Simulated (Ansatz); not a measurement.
Basis-set extrapolation for C2H8OSi2, SMILES `[SiH3]C[SiH]1CO1` (PBE0-D4/def2-TZVP geometry, frozen core, Ansatz 0.2.0). Multiplicity 1, RHF reference.

```csv
,def2-TZVPP,def2-QZVPP
HF,-733.194329,-733.220138
MP2 correlation,-0.826540,-0.885192
CCSD(T) correlation,-0.914071,not run
```

Energies in hartree. Use E(X) = E(∞) + A·exp(−7.88·√X) for Hartree–Fock and E(X) = E(∞) + B·X^(−2.97) for correlation, with X = 3 and 4, and add CCSD(T) minus MP2 of the smaller set to the MP2 limit.

Q: What is the CCSD(T) energy at the basis-set limit?

A: HF limit: -733.220138 + (-0.025809) × 0.13774 = -733.22369. MP2 limit: -0.885192 + (-0.058652) × 0.74074 = -0.92864. Higher-order term: -0.914071 − (-0.826540) = -0.08753. Total: -734.23986 hartree, 345.1 kJ/mol below CCSD(T)/def2-TZVPP.
